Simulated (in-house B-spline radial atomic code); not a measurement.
Radial electron density of Ga+, [Ar] 3d10 4s2. Level of theory: non-relativistic M06-L, spin-polarised, spherical fractional occupations, point nucleus; calculated with a B-spline radial code for spherical atoms.

Columns: r (bohr), 4πr²n(r) (electrons per bohr), bar.

```
 0.00214    1.027 #
 0.00262    1.495 ##
  0.0032    2.151 ##
 0.00391    3.074 ###
 0.00478    4.355 ####
 0.00583    6.072 ######
 0.00713    8.384 #########
 0.00871    11.35 ############
  0.0106    14.96 ###############
   0.013    19.42 ####################
  0.0159     24.3 #########################
  0.0194     29.2 ##############################
  0.0237    33.57 ##################################
  0.0289    36.59 #####################################
  0.0354    37.63 ######################################
  0.0432    36.38 #####################################
  0.0528    33.54 ##################################
  0.0645    30.84 ###############################
  0.0787    30.37 ###############################
  0.0962    33.35 ##################################
   0.118    38.89 ########################################
   0.144    43.21 ############################################
   0.175    42.65 ###########################################
   0.214    36.04 #####################################
   0.262    26.89 ###########################
    0.32    21.36 ######################
   0.391    22.01 ######################
   0.477    25.62 ##########################
   0.583     26.6 ###########################
   0.712    22.46 #######################
    0.87    15.25 ################
    1.06    8.829 #########
     1.3    4.682 #####
    1.59    2.667 ###
    1.94    1.721 ##
    2.37      1.1 #
    2.89    0.638 #
    3.53   0.2646 
    4.32    0.062 
    5.27  0.01248 
    6.44 0.001613 
    7.87 0.0001258
```

On this grid the curve has 3 maxima, near 0.0354, 0.144, 0.583 bohr.

The 3d down radial function P(r) = rR(r), positive near the nucleus:

| r (bohr) | P |
| --- | --- |
| 0.0159 | 0.001256 |
| 0.0237 | 0.00385 |
| 0.0354 | 0.01144 |
| 0.0528 | 0.03219 |
| 0.0787 | 0.08413 |
| 0.118 | 0.2016 |
| 0.175 | 0.4129 |
| 0.262 | 0.7215 |
| 0.391 | 1.012 |
| 0.583 | 1.1 |
| 0.87 | 0.8963 |
| 1.3 | 0.5466 |
| 1.94 | 0.2449 |
| 2.89 | 0.07524 |
| 4.32 | 0.01027 |
